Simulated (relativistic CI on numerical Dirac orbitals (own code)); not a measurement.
## Sc³⁺ in a cubic cluster: 1s photoemission with charge transfer

Computed with a charge-transfer multiplet model of a cubic metal-ligand cluster with up to 2 ligand holes, Slater and spin-orbit integrals from Dirac-Coulomb-Breit ions, Slater integrals scaled by 0.8. The ground state mixes d0 with configurations of k ligand holes L, whose averages lie at kΔ + k(k − 1)U_dd/2; a core hole lowers each added d electron by U_cd. 300 K, Lorentzian 1.1 eV and Gaussian 0.6 eV FWHM.

Atomic integrals in eV (Slater integrals scaled, ζ unscaled), ground: F2dd 4.710, F4dd 2.885, zeta_d 0.005; with the core hole: F2dd 4.710, F4dd 2.885, zeta_d 0.018, G2cd 0.028. Where a configuration has fewer than two d electrons, the dd integrals are those of d2.

Cluster parameters (eV): Δ = 3.9, U_dd = 5, 10Dq = 1.75, 10Dq(ligand) = 0.9, V(eg) = 2.2, V(t2g) = -0.95, final-state hopping factor = 0.9.

```
         Case   n_d    d0   d1L  d2L2     S
U_cd = 5.1 eV  0.50  0.56  0.39  0.05  0.00
U_cd = 5.7 eV  0.50  0.56  0.39  0.05  0.00
U_cd = 6.3 eV  0.50  0.56  0.39  0.05  0.00
U_cd = 6.9 eV  0.50  0.56  0.39  0.05  0.00
U_cd = 8.1 eV  0.50  0.56  0.39  0.05  0.00
```

Weights, n_d and S are thermal averages at 300 K. Binding energies count from the first peak over 30 % of the highest in each spectrum, which can be another peak from case to case. The parameters are a model scan and need not match a compound or its usual spin state. Peaks in eV (height, largest 100):
- U_cd = 5.1 eV: 0.0 (100), 8.2 (14)
- U_cd = 5.7 eV: 0.0 (100), 8.4 (18)
- U_cd = 6.3 eV: 0.0 (100), 8.6 (21)
- U_cd = 6.9 eV: 0.0 (100), 8.8 (24)
- U_cd = 8.1 eV: 0.0 (100), 9.4 (33)

Curve for U_cd = 6.3 eV (points under 2 left out, the grid thinned):

```tsv
E (eV)	Intensity
-3.6	2.7
-3.3	3.2
-2.9	4.1
-2.6	5.1
-2.3	6.4
-1.9	9.1
-1.6	12.6
-1.3	18.2
-0.9	32.9
-0.6	53.8
-0.3	82.0
0.0	100.0
0.4	81.3
0.7	53.3
1.0	32.7
1.4	18.4
1.7	13.0
2.0	9.9
2.4	7.9
2.7	7.4
3.0	6.8
3.4	5.3
3.7	4.2
4.0	3.4
4.4	2.7
4.7	2.4
5.0	2.3
5.4	2.2
5.7	2.2
6.0	2.3
6.4	2.6
6.7	3.1
7.0	3.8
7.4	5.8
7.7	8.5
8.0	12.9
8.3	18.1
8.7	21.2
9.0	17.9
9.3	12.8
9.7	7.7
10.0	5.3
10.3	3.8
10.7	2.6
11.0	2.1
```

A d0 ion has no d-d gap: its lowest excitations are ligand-to-metal charge transfer. With the core hole the configuration with one ligand hole lies at Δ − U_cd = -1.2, -1.8, -2.4, -3.0, -4.2 eV from the one without, in the order of the table; where this is negative the screened configuration lies lower, though the effective hopping of about 4.3 eV (from the holes of the mixed ground state) mixes the two strongly wherever it is as large as the gap.

With at most 2 ligand holes the space is cut while the next configuration still counts, so covalency is underestimated, and a final configuration with one more ligand hole, which can lie low, is missing from the spectra.
